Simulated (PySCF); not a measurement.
**C14H13NS4: Orbital levels and atomic charges**

System: C14H13NS4 (organic semiconductor), SMILES CN(C)C1=CSC(=c2ccc(=C3SC=CS3)cc2)S1.

Cartesian coordinates (Å):
```
  1 C    -4.7510   -1.1607    1.3892
  2 N    -4.7360   -0.3552    0.1901
  3 C    -5.9185    0.4367   -0.0614
  4 C    -3.5346    0.1667   -0.2238
  5 C    -3.3494    1.1606   -1.1111
  6 S    -1.7167    1.5778   -1.5639
  7 C    -0.9390    0.4352   -0.4939
  8 C     0.4241    0.3107   -0.3689
  9 C     1.3284    1.1143   -1.1340
 10 C     2.6658    0.9669   -1.0295
 11 C     3.2463    0.0056   -0.1403
 12 C     4.6038   -0.1604   -0.0371
 13 S     5.7695    0.7608   -0.9835
 14 C     7.1741   -0.0031   -0.2983
 15 C     6.9806   -0.9431    0.6241
 16 S     5.3418   -1.3256    1.0599
 17 C     2.3405   -0.7789    0.6442
 18 C     1.0042   -0.6350    0.5346
 19 S    -2.0585   -0.5607    0.4182
 20 H    -3.9841   -1.9316    1.3146
 21 H    -4.5701   -0.5716    2.2972
 22 H    -5.7207   -1.6494    1.4710
 23 H    -5.8814    1.4150    0.4335
 24 H    -6.7871   -0.1079    0.3015
 25 H    -6.0332    0.5910   -1.1339
 26 H    -4.1194    1.7181   -1.6059
 27 H     0.9092    1.8472   -1.8087
 28 H     3.3311    1.5800   -1.6212
 29 H     8.1292    0.3287   -0.6607
 30 H     7.7529   -1.4928    1.1288
 31 H     2.7581   -1.5004    1.3320
 32 H     0.3402   -1.2387    1.1374
```

Method: CAM-B3LYP/6-31G*, gas phase, PySCF, fitting set def2-universal-JFIT up to Ne and JKFIT beyond, grid level 1.

(1) Give the orbital energies near the gap.

(2) Give the partial charges of the non-hydrogen atoms.

Answers

(1) 
```
orbital     eV
 HOMO-4  -8.97
 HOMO-3  -8.40
 HOMO-2  -7.76
 HOMO-1  -6.62
   HOMO  -4.82
   LUMO  -0.37
 LUMO+1   1.40
 LUMO+2   1.44
 LUMO+3   1.49
```

(2) 
```tsv
atom	Mulliken	IAO	Hirshfeld
C1	-0.34	-0.29	-0.05
N2	-0.38	-0.19	-0.07
C3	-0.32	-0.29	-0.04
C4	0.13	0.00	0.03
C5	-0.39	-0.39	-0.13
S6	0.23	0.26	0.03
C7	-0.42	-0.25	-0.03
C8	0.20	-0.04	-0.03
C9	-0.19	-0.14	-0.05
C10	-0.20	-0.15	-0.05
C11	0.21	-0.04	-0.03
C12	-0.44	-0.26	-0.04
S13	0.24	0.25	0.04
C14	-0.28	-0.28	-0.07
C15	-0.28	-0.28	-0.07
S16	0.24	0.25	0.04
C17	-0.20	-0.15	-0.05
C18	-0.19	-0.14	-0.05
S19	0.23	0.23	0.04
```
